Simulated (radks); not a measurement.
Values are calculated unless marked as measured or tabulated.
Polarisability of neutral lutetium, [Xe] 4f14 5d1 6s2, at imaginary frequency. Code: a radial shooting solver on a logarithmic mesh with Libxc functionals. Model: scalar-relativistic Kohn-Sham, PBE, spin-polarised, spherical densities, finite nucleus; open shells are filled with parallel spins first (spin-orbit coupling, left out, can overturn this in heavy ions); Fermi nuclear charge, rms radius 5.37 fm. Response by self-consistent Sternheimer equations with the Hartree and adiabatic LDA kernel, the relativistic mass of each level held fixed and spin-orbit coupling left out.

| w (hartree) | alpha1(iw) (bohr^3) |
|---|---|
| 0.00266 | 149.0 |
| 0.0143 | 132.6 |
| 0.0360 | 109.3 |
| 0.0697 | 90.64 |
| 0.118 | 68.97 |
| 0.186 | 46.92 |
| 0.280 | 29.56 |
| 0.413 | 18.04 |
| 0.605 | 10.98 |
| 0.892 | 6.712 |
| 1.35 | 4.032 |
| 2.12 | 2.256 |
| 3.59 | 1.098 |
| 6.94 | 0.4234 |
| 17.5 | 0.1014 |

Static values: alpha1 = 149.9 bohr^3 (22.21 angstrom^3; uncoupled 320.7). C6 = 1679, triple-dipole C9 = 151000 atomic units. One-pole (London) frequency 4 C6 / (3 alpha1^2) = 0.100 hartree, against 0.072 for minus the highest occupied eigenvalue. Recommended static value: 137 bohr^3 (Schwerdtfeger and Nagle, 2023 table).
